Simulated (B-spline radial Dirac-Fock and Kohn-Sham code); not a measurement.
Elastic and transport cross sections of silver for electrons

Model: relativistic (Dirac) partial waves in the static field of the Dirac-Fock atom with Furness-McCarthy exchange, without polarisation or absorption potentials. Program: a B-spline atomic structure program. σ_tr1 and σ_tr2 weight the cross section with 1 − P₁ and 1 − P₂ of cos θ; "backward" is the share scattered beyond 90°.

| energy (eV) | σ (a₀²) | σ_tr1 (a₀²) | σ_tr2 (a₀²) | σ/σ_tr1 | backward (%) |
| --- | --- | --- | --- | --- | --- |
| 1900 | 5.72 | 0.859 | 1.01 | 6.66 | 5.6 |
| 1980 | 5.60 | 0.814 | 0.977 | 6.88 | 5.4 |
| 2000 | 5.57 | 0.803 | 0.968 | 6.94 | 5.3 |
| 2150 | 5.37 | 0.730 | 0.904 | 7.36 | 5.0 |
| 2750 | 4.73 | 0.525 | 0.710 | 9.01 | 3.9 |
| 2810 | 4.67 | 0.509 | 0.694 | 9.18 | 3.9 |
| 2990 | 4.52 | 0.468 | 0.651 | 9.67 | 3.6 |
| 3000 | 4.51 | 0.465 | 0.649 | 9.70 | 3.6 |
| 5000 | ? | ? | ? | ? | ? |
| 5180 | 3.33 | 0.214 | 0.352 | 15.6 | 1.9 |
| 5930 | 3.08 | 0.175 | 0.299 | 17.6 | 1.6 |
| 6070 | 3.04 | 0.169 | 0.290 | 17.9 | 1.6 |
| 9640 | 2.29 | 0.0843 | 0.160 | 27.2 | 0.87 |
| 9990 | 2.24 | 0.0798 | 0.153 | 28.1 | 0.83 |

Question: Fill in the row for 5 keV.

Answer: σ = 3.40 a₀², σ_tr1 = 0.225 a₀², σ_tr2 = 0.367 a₀², σ/σ_tr1 = 15.1, backward 2.0 %. The ratio σ/σ_tr1 is roughly the number of elastic collisions that randomise the direction.

Values without a named source are computed, but for edge energies of neutral atoms, which are taken from tables.
